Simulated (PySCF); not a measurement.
Tc, sextet (core potentials on Tc); DF-B3LYP/def2-SVPD run with PySCF.

Here is a job for PySCF.
```python
from pyscf import gto, scf, dft

mol = gto.M(
    atom='''
Tc    0.00000000    0.00000000    0.00000000
''',
    basis='def2-svpd',
    ecp={'Tc': 'def2-svpd'},
    spin=5,
    verbose=4,
)

mf = dft.UKS(mol)
mf.xc = 'b3lyp'
mf = mf.density_fit(auxbasis='def2-universal-jkfit')
mf.kernel()
```

Task: Predict the main parts of the log of this PySCF run.

Result: 
```
PySCF version 2.14.0

[INPUT] verbose = 4
[INPUT] num. atoms = 1
[INPUT] num. electrons = 15
[INPUT] charge = 0
[INPUT] spin (= nelec alpha-beta = 2S) = 5
[INPUT] symmetry False subgroup None
[INPUT] Mole.unit = angstrom
[INPUT] Symbol           X                Y                Z      unit          X                Y                Z       unit  Magmom
[INPUT]  1 Tc     0.000000000000   0.000000000000   0.000000000000 AA    0.000000000000   0.000000000000   0.000000000000 Bohr   0.0

nuclear repulsion = 0
number of shells = 12
number of NR pGTOs = 60
number of NR cGTOs = 34
basis = def2-svpd
ecp = {'Tc': 'def2-svpd'}

******** <class 'pyscf.df.df_jk.DFUKS'> ********
method = DFUKS
initial guess = minao
damping factor = 0
level_shift factor = 0
DIIS = <class 'pyscf.scf.diis.CDIIS'>
diis_start_cycle = 1
diis_space = 8
diis_damp = 0
SCF conv_tol = 1e-09
SCF conv_tol_grad = None
SCF max_cycles = 50
direct_scf = False
number electrons alpha = 10  beta = 5
XC library pyscf.dft.libxc version 7.1.2
    S. Lehtola, C. Steigemann, M. J. T. Oliveira, and M. A. L. Marques,  SoftwareX 7, 1–5 (2018)
XC functionals = b3lyp
    P. J. Stephens, F. J. Devlin, C. F. Chabalowski, and M. J. Frisch,  J. Phys. Chem. 98, 11623 (1994)
radial grids:
    Treutler-Ahlrichs [JCP 102, 346 (1995); DOI:10.1063/1.469408] (M4) radial grids

becke partition: Becke, JCP 88, 2547 (1988); DOI:10.1063/1.454033
pruning grids: <function nwchem_prune>
grids dens level: 3
symmetrized grids: False
atomic radii adjust function: <function treutler_atomic_radii_adjust>
small_rho_cutoff = 0
Set gradient conv threshold to 3.16228e-05
tot grids = 22176
******** <class 'pyscf.df.df.DF'> ********
auxbasis = def2-universal-jkfit
init E= -72.4459112707633

cycle= 1 E= -80.6643828910478  delta_E= -8.22  |g|= 0.251  |ddm|=  2.2
cycle= 2 E= -80.5526359239114  delta_E= 0.112  |g|= 0.506  |ddm|= 1.54
cycle= 3 E= -80.7002555188578  delta_E= -0.148  |g|= 0.0618  |ddm|= 1.32
cycle= 4 E= -80.7038681579962  delta_E= -0.00361  |g|= 0.00681  |ddm|= 0.19
cycle= 5 E= -80.7047619604035  delta_E= -0.000894  |g|= 0.0133  |ddm|= 0.114
cycle= 6 E= -80.7056128363163  delta_E= -0.000851  |g|= 0.017  |ddm|= 0.0997
cycle= 7 E= -80.7066417325798  delta_E= -0.00103  |g|= 0.0191  |ddm|= 0.116
cycle= 8 E= -80.7080345901476  delta_E= -0.00139  |g|= 0.0161  |ddm|= 0.157
cycle= 9 E= -80.7069497288548  delta_E= 0.00108  |g|= 0.0142  |ddm|= 0.131
cycle= 10 E= -80.7033687357204  delta_E= 0.00358  |g|= 0.0178  |ddm|= 0.381
cycle= 11 E= -80.7025393418281  delta_E= 0.000829  |g|= 0.0195  |ddm|= 0.134
cycle= 12 E= -80.7022234611292  delta_E= 0.000316  |g|= 0.0141  |ddm|= 0.201
cycle= 13 E= -80.7023515887274  delta_E= -0.000128  |g|= 0.0119  |ddm|= 0.101
cycle= 14 E= -80.7023508107817  delta_E= 7.78e-07  |g|= 0.00315  |ddm|= 0.0935
cycle= 15 E= -80.7023564387103  delta_E= -5.63e-06  |g|= 0.00138  |ddm|= 0.00554
cycle= 16 E= -80.7023575199008  delta_E= -1.08e-06  |g|= 0.00107  |ddm|= 0.00251
cycle= 17 E= -80.7023593051385  delta_E= -1.79e-06  |g|= 0.000662  |ddm|= 0.0121
cycle= 18 E= -80.7023602798912  delta_E= -9.75e-07  |g|= 0.000355  |ddm|= 0.00728
cycle= 19 E= -80.7023607177664  delta_E= -4.38e-07  |g|= 4.67e-05  |ddm|= 0.00964
cycle= 20 E= -80.7023606892325  delta_E= 2.85e-08  |g|= 1.64e-05  |ddm|= 0.00155
cycle= 21 E= -80.7023606900547  delta_E= -8.22e-10  |g|= 1.35e-05  |ddm|= 0.000486
Extra cycle  E= -80.7023606922544  delta_E= -2.2e-09  |g|= 1.36e-05  |ddm|= 0.000114
converged SCF energy = -80.7023606922544  <S^2> = 8.751482  2S+1 = 6.000494
```
